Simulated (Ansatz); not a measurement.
Geometry optimisation, RKS CAM-B3LYP-D4/def2-SVP (Ansatz).

input.yaml

```yaml
crystal:
  periodic: [false, false, false]
  atoms:
    - { symbol: B, position_ang: [-0.3489, 0.6065, -0.7013] }
    - { symbol: C, position_ang: [0.6963, 0.3429, 0.4263] }
    - { symbol: O, position_ang: [0.7964, -1.0499, 0.502] }
    - { symbol: Sb, position_ang: [-0.434, -1.5267, -0.9008] }
    - { symbol: H, position_ang: [-0.9046, 1.5956, -1.2104] }
    - { symbol: H, position_ang: [0.3583, 0.7698, 1.3996] }
    - { symbol: H, position_ang: [1.7013, 0.7991, 0.151] }
    - { symbol: H, position_ang: [-1.7727, -1.5944, 0.2778] }
basis:
  gaussian: { orbitals: def2-SVP }
hamiltonian:
  xc: cam_b3lyp
  dispersion: d4
relax:
  f_tol: 0.02
  max_steps: 50
```

Command:

```bash
$ ansatz run input.yaml --threads 2 --pin off --max-ram 3072MiB --backend cpu --events-out ev --progress --plain --runs-dir out
```

Question: Where does it end, and by what steps?

Answer: The forces met the threshold. After 8 steps the energy has fallen by 0.368 eV; Sb4 moved furthest, 0.15 Å.

```tsv
step	energy less start (eV)	largest force component (eV/Å)	accepted
0	0.0000	2.542	yes
1	-0.3324	0.514	yes
2	-0.3620	0.218	yes
3	-0.3644	0.130	yes
4	-0.3666	0.034	yes
5	-0.3671	0.025	yes
6	-0.3678	0.035	yes
7	-0.3680	0.020	yes
8	-0.3680	0.010	yes
```

```xyz
8
Properties=species:S:1:pos:R:3
B -0.363 0.597 -0.704
C 0.722 0.360 0.395
O 0.896 -1.050 0.482
Sb -0.510 -1.651 -0.869
H -0.844 1.605 -1.145
H 0.357 0.789 1.357
H 1.682 0.886 0.204
H -1.847 -1.593 0.224
```

Run time: 27 s on 2 threads of Arm Neoverse V1 (shared host), peak memory 0.21 GiB.
